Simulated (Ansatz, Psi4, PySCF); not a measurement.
CH6BeOSi (SMILES [CH3][Be][O][SiH3]), singlet, at a GFN2-xTB geometry (such geometries of metal compounds can be far from the true shape), atoms displaced at random by about 0.03 Å a coordinate. Base run: B3LYP/6-31G, gradient (PySCF).

Input for PySCF:
```python
from pyscf import gto, scf, dft

mol = gto.Mole()
mol.atom = '''
    Be   -0.668630    0.485290    0.931649
    C    -1.689719    1.230766    2.101538
    H    -1.985380    0.572075    2.866607
    H    -2.612296    1.710478    1.733232
    H    -1.213270    2.098350    2.587743
    O     0.115731   -0.100229   -0.132598
    Si    1.039163   -0.759157   -1.196244
    H     0.159688   -1.558749   -2.119481
    H     1.907618   -1.619952   -0.580047
    H     1.652248    0.360744   -1.965613
'''
mol.basis = '6-31g'
mol.charge = 0
mol.spin = 0
mol.verbose = 4
mol.build()

mf = dft.RKS(mol)
mf.xc = 'b3lyp'
mf.kernel()
g = mf.nuc_grad_method()
grad = g.kernel()
```

Programs used: Ansatz (a quantum-chemistry and plane-wave program), Psi4, PySCF; a row that names a program was run with it.

The coordinate followed is y of atom 6.

Each row names what was changed in the base input (with any setting that the change needs).

| change | dE/dx (Eh/bohr) | net force (Eh/bohr) |
|---|---|---|
| base | -0.058359 | 0.000112 |
| conv_tol = 1e-6 | -0.058358 | 0.000112 |
| finite difference step (bohr) = 1e-4; conv_tol = 1e-11 | -0.058456 | - |
| grids.level = 5; grid_response = on | -0.058444 | 0.000000 |
| grids.level = 0; grid_response = off | -0.060037 | 0.001542 |
| finite difference step (bohr) = 0.2; conv_tol = 1e-11 | -0.058216 | - |
| code = ansatz | -0.058443 | 0.000000 |
| finite difference step (bohr) = 1e-5; conv_tol = 1e-11 | -0.058455 | - |
| finite difference step (bohr) = 0.01; conv_tol = 1e-11 | -0.058455 | - |
| finite difference step (bohr) = 1e-3; conv_tol = 1e-11 | -0.058456 | - |
| grids.level = 1; grid_response = off | -0.058264 | 0.000483 |
| code = psi4 | -0.058457 | 0.000023 |

The net force is zero for an exact gradient.
